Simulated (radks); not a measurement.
Q: These are the eigenvalues of the occupied orbitals of an atom or ion with whole-number occupations (eV). Method: scalar-relativistic Kohn-Sham, PBE, spin-polarised, spherical densities, finite nucleus; Fermi nuclear charge, rms radius of each element as measured or else 0.836 A^(1/3) + 0.57 fm; computed with a radial shooting solver on a logarithmic mesh with Libxc functionals.

| orbital | eigenvalue |
|---|---|
| 1s | -37801.41 |
| 2s | -6432.621 |
| 2p | -5825.745 |
| 3s | -1761.133 |
| 3p | -1566.411 |
| 3d | -1286.990 |
| 4s | -705.1804 |
| 4p | -636.4336 |

Which element is it, and in what charge state? The configuration may be excited. Open shells, if any, are filled with parallel spins first.

A: Z = 56, barium, charge +20: Ba20+ in [Kr]. The list shows which subshells hold electrons but not how many an open one holds; the 1s level, -1389.2 hartree, gives Z - s = 52.7 by -(Z - s)^2/2, which with screening and relativity narrows Z to a few neighbours, and the depths of the outer levels then fix element, charge and occupations together.
